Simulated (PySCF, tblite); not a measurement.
Isomers of C5H5PS. Computed values, GFN2-xTB/tblite, gas phase, harmonic and unscaled. Against measured fundamentals such values can be off by several per cent, at times by over 20. One conformer each.

Electronic energies: PBE0/pcSseg-1 single points on the GFN2-xTB geometries (PySCF, gas phase).

```json
{"SMILES": "C=Cc1cpcs1", "electronic energy, lowest = 0 (kJ/mol)": "0.5"}
{"SMILES": "C=Pc1ccsc1", "electronic energy, lowest = 0 (kJ/mol)": "31.6"}
{"SMILES": "C=Cc1pccs1", "electronic energy, lowest = 0 (kJ/mol)": "0.0"}
```

Problem. How do GFN2-xTB zero-point energies change the relative energies?

Solution. 
| SMILES | ZPE (kJ/mol) | of it from modes above 1550 cm⁻¹ | electronic (kJ/mol) | with ZPE, lowest = 0 (kJ/mol) | lowest mode (cm⁻¹) | rings |
| --- | --- | --- | --- | --- | --- | --- |
| C=Cc1pccs1 | 214.0 | 102.4 | 0.0 | 0.0 | 93 | 1 |
| C=Cc1cpcs1 | 214.1 | 102.6 | 0.5 | 0.5 | 78 | 1 |
| C=Pc1ccsc1 | 212.5 | 93.5 | 31.6 | 30.0 | 62 | 1 |

The zero-point energies span 1.6 kJ/mol, from `C=Pc1ccsc1` to `C=Cc1cpcs1`. The order is unchanged.

Problem. And how do the electronic energies of GFN2-xTB itself compare?

Solution. `C=Cc1pccs1` 0.0; `C=Cc1cpcs1` 2.0; `C=Pc1ccsc1` 20.4 kJ/mol, lowest = 0. Against the energies above, taken from the same isomer `C=Cc1pccs1`, the largest difference is 11.2 kJ/mol.

Problem. What do entropy and thermal enthalpy add at 298.15 K and 1 bar (rigid rotor, harmonic oscillator, one conformer each)?

Solution. 
| SMILES | point group | symmetry number | S (J/(mol K)) | H − H(0) (kJ/mol) | ZPE + H − H(0) − TS (kJ/mol) |
| --- | --- | --- | --- | --- | --- |
| C=Cc1pccs1 | Cs | 1 | 349.7 | 20.90 | 130.7 |
| C=Cc1cpcs1 | Cs | 1 | 350.3 | 20.89 | 130.5 |
| C=Pc1ccsc1 | C1 | 1 | 355.5 | 21.20 | 127.7 |
